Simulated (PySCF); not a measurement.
# Trend along group 15: MPb molecules

CCSD(T) with double-zeta basis sets in PySCF, for the lowest determinant that a PBE0 search found; no spin–orbit coupling. De refers to high-spin ground-configuration atoms.

```json
{"M": "N", "basis": "cc-pVDZ-PP/cc-pVDZ", "reference, frozen orbitals": "ROHF, 5", "state (unpaired electrons)": "doublet (π ↑)", "Re (Å)": "2.124", "ωe (cm⁻¹)": "533", "De (eV)": "1.40"}
{"M": "Sb", "basis": "def2-SVP", "reference, frozen orbitals": "UHF, 8", "state (unpaired electrons)": "doublet (π ↑)", "Re (Å)": "2.770", "ωe (cm⁻¹)": "176", "De (eV)": "1.62"}
{"M": "Bi", "basis": "def2-SVP", "reference, frozen orbitals": "ROHF, 8", "state (unpaired electrons)": "doublet (π ↑)", "Re (Å)": "2.848", "ωe (cm⁻¹)": "144", "De (eV)": "1.51"}
```

The shortest bond is that of PbN (2.124 Å), the longest that of BiPb (2.848 Å).

The rows differ in basis set, which adds steps of its own.

Down a group the atoms grow and get heavier, so bonds lengthen and wavenumbers fall; this series shows no clear exception.

Correlated steps freeze the inner cores (5 to 8 orbitals); shallow outer-core shells are correlated. UHF and ROHF references stand side by side, which adds small steps between rows. Correlated levels converge slowly with the basis: in double zeta they bind strong bonds too weakly, by up to about 1 eV, and carry superposition errors of some tenths. These are scalar-relativistic numbers at best; spin–orbit coupling would shift them, the dissociation energy most. The CCSD T1 diagnostic is raised in PbN, a sign that a single reference may not be enough there. States were picked by a PBE0 search and need not be the measured ground states.
